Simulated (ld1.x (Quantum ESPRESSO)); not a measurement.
**Te: one change to a TM potential, before and after**

tellurium, norm-conserving Troullier–Martins (Kleinman–Bylander form), made with ld1.x (Quantum ESPRESSO) 7.5 (PBE, non-relativistic). Core [Kr], reference 4d10 5s2 5p4. Waves: 5p (bound): rc 2.40 bohr; 4d (bound): rc 1.35 bohr; 5s (bound): rc 1.75 bohr. Local part: the s channel. Core correction: Bessel-smoothed model core inside 0.85 bohr.

All-electron outer shells of the reference configuration (PBE, non-relativistic, ld1.x):

```tsv
shell	level (eV)	outermost node (bohr)	outermost maximum (bohr)
4s	-152.10	0.40	0.73
4p	-111.79	0.39	0.75
4d	-43.71	0.36	0.81
5s	-13.96	0.95	1.87
5p	-6.02	1.01	2.20
```

Change: wave 5s (bound): rc 1.75 bohr becomes 5s (bound): rc 2.46 bohr.

Cutoffs: the cutoffs (Ry, on a coarse ladder) from which the occupation-weighted sum of valence levels, in a spherical-Bessel basis at the reference potential, stays within 10 and 1 mRy of its value at 400 Ry; they do not see the model core or the augmentation charge, which bear on the density cutoff. Errors are all-electron minus pseudo energies relative to the spin-unpolarised reference configuration.

Q: What does the change do?

A: The potential gets neither clearly harder nor softer (110 Ry and 180 Ry → 110 Ry and 180 Ry); the d channel sets the loose cutoff, while the largest relative change is in s, which becomes softer; of the 7 tests that both files solve, the error grows in 4 and shrinks in 1 by more than 15 % and 0.3 meV (median size 1.6 → 9.0 meV); neither file shows a bound ghost.

```csv
quantity,base,changed
"cutoff, loose",110 Ry,110 Ry
"cutoff, tight",180 Ry,180 Ry
loose cutoff by channel (10 mRy a level),"p 10 Ry, d 90 Ry, s 21 Ry","p 10 Ry, d 90 Ry, s 10 Ry"
bound ghosts,none,none
"error for 4d10 5s2 5p3, meV [ΔE 9.77 eV]",+1.6,+2.5
"error for 4d10 5s2 5p2, meV [ΔE 27.68 eV]",+7.1,+14
"error for 4d10 5s2 5p1, meV [ΔE 54.48 eV]",+16,+40
"error for 4d10 5s2 5p4.3, meV [ΔE -1.49 eV]",+0.1,+0.1
"error for 4d10 5s1 5p5, meV [ΔE 8.01 eV]",-1.2,-9.0
"error for 4d9 5s2 5p4, meV [ΔE 51.40 eV]",-476,-388
"error for 4d10 5s2 5p3.5, meV [ΔE 3.93 eV]",+0.4,+0.5
```
